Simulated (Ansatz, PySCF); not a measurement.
Cl₃Ga, SMILES [Ga]([Cl])([Cl])[Cl] (connectivity only; charge and spin as stated), charge -1, multiplicity 2. Atoms are numbered in the order given.

```xyz
4

Ga     0.0000     0.0000    -0.5116
Cl     1.8421    -1.0635     0.3133
Cl    -1.8421    -1.0635     0.3133
Cl     0.0000     2.1270     0.3133
```
Charge -1, spin multiplicity 2.

Geometry optimised at PBE0-D3(BJ)/def2-SVPD. The spin state was assumed, not searched. The isomer is the one that the SMILES or the coordinates give; other isomers of the formula were not compared.

Two levels are set side by side: PBE-D3(BJ)/def2-SVPD (Ansatz, a quantum-chemistry and plane-wave program) and PBE0-D3(BJ)/def2-SVPD (Ansatz). Each level has its own optimised geometry; the coordinates shown are those of the second. Frequencies come from the Hessian of PySCF at each geometry. Differences are taken from unrounded values.

```
quantity                            PBE0-D3(BJ)
----------------------------------  -----------
mean bond length (Å)                      2.281
bond Ga1–Cl2 (Å)                          2.281
bond Ga1–Cl3 (Å)                          2.281
bond Ga1–Cl4 (Å)                          2.281
highest harmonic wavenumber (cm⁻¹)          321
mean harmonic wavenumber (cm⁻¹)             213
zero-point energy (kcal/mol)               1.83
```

### Question
What does PBE-D3(BJ) give, and how far is it from PBE0-D3(BJ)? (Estimate from the structure and the level; the computed values follow.)

### Answer

```
quantity                            PBE-D3(BJ)  PBE-D3(BJ) minus PBE0-D3(BJ)
----------------------------------  ----------  ----------------------------
mean bond length (Å)                     2.313                         0.031
bond Ga1–Cl2 (Å)                         2.313                         0.031
bond Ga1–Cl3 (Å)                         2.313                         0.031
bond Ga1–Cl4 (Å)                         2.313                         0.031
highest harmonic wavenumber (cm⁻¹)         301                           -20
mean harmonic wavenumber (cm⁻¹)            198                           -15
zero-point energy (kcal/mol)              1.70                         -0.13
```

Exact exchange shortens and stiffens bonds; PBE has none. Differences between two approximate levels are no errors against the true value.
